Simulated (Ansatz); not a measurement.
Cost and result for the atomization energy of C2H3ClOSi, SMILES `OC1=C[SiH]1Cl` (8 atoms, 8 bonds).

Total charge 0; spin multiplicity 1. All single points use the PBE0-D4/def2-TZVP geometry. It is one conformer, not always the lowest. Program: Ansatz. All runs use 2 threads of an Arm Neoverse V1 on a shared host. Times are those of one run each, without the atoms' runs, and a repeat can differ threefold. Electronic energies, without spin–orbit coupling; frozen cores. CCSD(T)/CBS adds CCSD(T) − MP2 in def2-TZVPP to the MP2 limit, and its time is that of the two runs behind it. T1 = 0.012. HSE06 is the plane-wave form, built on full-range PBE exchange.

CCSD(T)/CBS is a level of theory with its own doubt, some kJ/mol a heavy atom from the limit and from the frozen cores, so smaller differences don't rank the functionals.

```
                             level  functions  wall time  atomization (kJ/mol)  difference from CCSD(T)/CBS  per bond
            LDA (SPW92)/def2-TZVPP        219      1.8 s                3624.6                        539.3      67.4
                BLYP-D4/def2-TZVPP        219        3 s                3080.1                         -5.2      -0.7
              revPBE-D4/def2-TZVPP        219        3 s                3102.8                         17.5       2.2
                  CCSD(T)/def2-SVP         93      4.3 s                2875.8                       -209.5     -26.2
               HSE06-D4/def2-TZVPP        219      4.7 s                3120.2                         34.9       4.4
               BHLYP-D4/def2-TZVPP        219      4.7 s                2951.2                       -134.1     -16.8
r2SCAN-D4/def2-TZVPP (with forces)        219      7.5 s                3117.3                         32.0       4.0
             r2SCANh-D4/def2-TZVPP        219      7.5 s                3088.6                          3.3       0.4
                 B2PLYP/def2-TZVPP        219        8 s                3046.0                        -39.3      -4.9
  ωB97M-V/def2-TZVPP (with forces)        219       18 s                3106.2                         20.9       2.6
                    MP2/def2-QZVPP        401       25 s                3150.6                         65.3       8.2
                CCSD(T)/def2-TZVPP        219    2.1 min                2986.3                        -99.0     -12.4
                 CCSD(T)/CBS(def2)          –    2.5 min                3085.3                          0.0       0.0
```

From r2SCAN to r2SCAN0 (25 % exact exchange), in def2-TZVPP and without D4, the atomization energy moves by −70.8 kJ/mol: exact exchange takes away binding that semilocal exchange gives to molecules. The D4 term adds +30.8 kJ/mol with B3LYP and +16.0 kJ/mol with PBE0; it sums over pairs of atoms, weighted by their polarisabilities, and B3LYP, whose exchange is more repulsive, gets the larger term. At CCSD(T), def2-SVP lies −209.6 kJ/mol from the extrapolated value and def2-TZVPP −99.1 kJ/mol: correlation converges slowly with the basis, and small sets miss more of it in the bonded molecule than in its fragments.

B3LYP here is the variant with VWN-RPA as its local correlation; programs differ in this.
